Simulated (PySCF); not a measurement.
Species: H3SiCF3.
Bonds: F1–C2, C2–F3, C2–F4, C2–Si5. Hydrogens: H6, H7, H8 on Si5.

The closed-shell ground state was solved at several levels (PySCF, density fitting, gas phase, non-relativistic). Geometry: PBE0-D3(BJ)/def2-SVP; no solvent, vibrations or thermal averaging.

| level | basis functions | total energy (Eh) | HOMO (eV) | LUMO (eV) | gap (eV) | dipole (D) |
| --- | --- | --- | --- | --- | --- | --- |
| KT3/pcSseg-2 | 229 | -635.5066 | -8.26 | -0.84 | 7.42 | 1.96 |
| LC-wPBE/def2-SVPD | 137 | -628.3269 | -12.49 | 2.00 | 14.49 | 2.22 |
| wB97X-D/def2-SVPD | 137 | -628.4971 | -11.66 | 1.81 | 13.47 | 2.18 |
| HF/def2-SVPD | 137 | -626.5160 | -13.67 | 2.18 | 15.85 | 2.51 |
| PBE0/pcSseg-2 | 229 | -628.6338 | -9.65 | -0.05 | 9.60 | 2.12 |
| CAM-B3LYP/def2-SVPD | 137 | -628.5180 | -11.22 | 0.92 | 12.14 | 2.27 |

Q: What might PBE0/def2-SVPD (137 basis functions) give for the same quantities?

A: Total energy -628.1455 Eh, HOMO -9.74 eV, LUMO 0.06 eV, gap 9.80 eV, dipole 2.14 D.

Q: Over all these levels, which gives the widest orbital gap and which the narrowest?

A: HF/def2-SVPD (Hartree–Fock, all exact exchange) has the widest, 15.85 eV, and KT3/pcSseg-2 (GGA) the narrowest, 7.42 eV. Functional and basis both differ between the two, so the spread mixes both effects.

Q: How far do the dipole and the HOMO energy spread over the levels?

A: The dipole runs from 1.96 to 2.51 D (mean 2.20 D) and the HOMO from -13.67 to -8.26 eV.

wB97X-D is run here without its empirical dispersion term; that term would change no orbital, density or response property at a fixed geometry.
